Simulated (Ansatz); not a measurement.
Program: Ansatz. Geometries: PBE0-D4/def2-TZVP. ΔE: electronic, gas phase. CBS: MP2 limit from def2 TZ/QZ plus the TZ coupled-cluster correction, frozen cores. DFT in def2-TZVPP. B3LYP here is the variant with VWN-RPA as its local correlation; programs differ in this. For Se outer-core shells are correlated without core-valence functions, which leaves a few kJ/mol of doubt a bond. Scalar relativity is left out up to krypton. One conformer a species, not always the lowest.

Consider the redistribution: `CB(O)[SeH]` + `BC[SiH](C)F` → `BCB(C)O` + `C[SiH](F)[SeH]`.

`CB(O)[SeH]`:

Cartesian coordinates in Å:
```
C -0.328 0.320 1.115
B 0.057 -0.081 -0.353
O 1.249 -0.644 -0.677
Se -1.219 0.235 -1.798
H -0.300 -0.559 1.768
H -1.319 0.768 1.205
H 0.398 1.036 1.517
H 1.825 -0.769 0.083
H -0.362 -0.306 -2.860
```

`BC[SiH](C)F`:

Cartesian coordinates in Å:
```
B 0.592 -1.746 0.619
C 0.583 -0.319 1.177
Si 0.363 0.929 -0.209
C -1.218 0.687 -1.144
F 0.335 2.381 0.477
H 1.609 -2.250 0.234
H -0.429 -2.362 0.497
H -0.257 -0.107 1.848
H 1.528 -0.016 1.643
H 1.538 0.912 -1.116
H -2.078 0.682 -0.470
H -1.200 -0.270 -1.673
H -1.364 1.480 -1.881
```

`BCB(C)O`:

```xyz
13

B     0.907    1.609   -0.372
C    -0.423    0.868   -0.594
B    -0.123   -0.637   -0.142
C    -0.569   -1.189    1.251
O     0.547   -1.478   -0.977
H     1.160    2.132    0.675
H     1.754    1.611   -1.223
H    -0.714    0.840   -1.650
H    -1.239    1.249    0.024
H    -0.180   -2.187    1.459
H    -1.663   -1.231    1.302
H    -0.262   -0.513    2.056
H     0.804   -1.072   -1.808
```

`C[SiH](F)[SeH]`:

Z-matrix (Å, degrees):
```
C
Si 1 1.852
H 1 1.092 2 110.4
H 1 1.092 2 110.8 3 120.1
H 1 1.093 2 110.2 3 -120.1
F 2 1.602 1 107.7 3 176.8
Se 2 2.267 1 112.6 3 -60.7
H 2 1.482 1 113.7 3 58.2
H 7 1.469 2 92.9 1 -44.3
```

```csv
level,ΔE (kJ/mol),difference from CCSD(T)/CBS
PBE-D4,-2.3,-1.7
B3LYP-D4,-1.3,-0.7
ωB97M-V,-2.2,-1.6
r2SCAN,-1.0,-0.4
HF/def2-TZVPP,-1.5,-0.9
MP2/def2-TZVPP,2.9,3.5
CCSD(T)/def2-TZVPP,2.4,3.0
HF/def2-QZVPP,-2.1,-1.5
MP2/def2-QZVPP,1.0,1.6
HF/CBS(def2),-2.2,-1.6
CCSD(T)/CBS,-0.6,0
```

Largest T1 diagnostic among the species: 0.012.

In def2-TZVPP, CCSD(T) changes the Hartree–Fock value by +3.9 kJ/mol (the triples alone add +0.5 kJ/mol) and MP2 by +4.5 kJ/mol.
